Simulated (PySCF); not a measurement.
Mg(Cl)(NH2) (ClH2MgN), SMILES [Mg]([Cl])[NH2]. Atoms are numbered in the order given.

```xyz
5

Mg     0.0000     0.0000     0.5019
Cl     0.0000     0.0000    -1.6844
N      0.0000     0.0000     2.3788
H      0.0000    -0.8111     2.9807
H      0.0000     0.8111     2.9807
```
Charge 0, spin multiplicity 1.

The structure is a stationary point at r2SCAN-D4/def2-TZVP. The values are those of a single conformer.

The numbers are results of r2SCAN-D4/def2-TZVP in PySCF, not measurements.

Frequencies are harmonic and unscaled.

Question: Give all harmonic wavenumbers and intensities. (The exact figures need the calculation; the answer reports its results.)

Answer: 
```
mode  ν (cm⁻¹)  IR (km/mol)  Raman (Å⁴/amu)  depolarisation  moving atoms (share of kinetic energy)
----  --------  -----------  --------------  --------------  --------------------------------------
1          117         37.8             0.0               –        Mg 60 %, N 15 %, H 15 %, Cl 10 %
2          127         54.6             0.4            0.75                Mg 63 %, N 23 %, Cl 10 %
3          290        102.7            31.4            0.75                          H 84 %, N 16 %
4          400         12.9            12.1            0.13                Cl 51 %, N 31 %, Mg 14 %
5          526         89.4             1.3            0.75                          H 81 %, N 16 %
6          760        134.4             5.7            0.09                         Mg 54 %, N 38 %
7         1559         18.8             5.0            0.04                           H 92 %, N 8 %
8         3552          4.0           175.8            0.07                                  H 96 %
9         3631          9.9            92.4            0.75                           H 92 %, N 8 %
```
